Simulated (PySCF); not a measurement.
Positional isomers: thiophene mercapto+boryl. Isolated molecules, 0 K electronic values unless said otherwise. One relaxed conformer stands for each flexible species; it need not be the lowest. Strings in code marks are SMILES.

The four lowest singlet excitations (Tamm–Dancoff). Computed with B3LYP-D3(BJ)/def2-TZVP // PBE0-D4/def2-SVP (PySCF). B3LYP has the VWN-RPA correlation part, as in Gaussian. Excitations are Tamm–Dancoff values on a coarser integration grid. The basis has no diffuse functions, so Rydberg states are missing or too high.

| state | energy (eV) | wavelength (nm) | oscillator strength |
|---|---|---|---|
| S1 | 3.76 | 330 | 0.137 |
| S2 | 4.85 | 256 | 0.209 |
| S3 | 5.02 | 247 | 0.000 |
| S4 | 5.38 | 231 | 0.000 |

Q: Identify which member gives these states.
A. `Bc1csc(S)c1`
B. `Bc1ccc(S)s1`
C. `Bc1cscc1S`
D. `Bc1sccc1S`

A: D, `Bc1sccc1S`
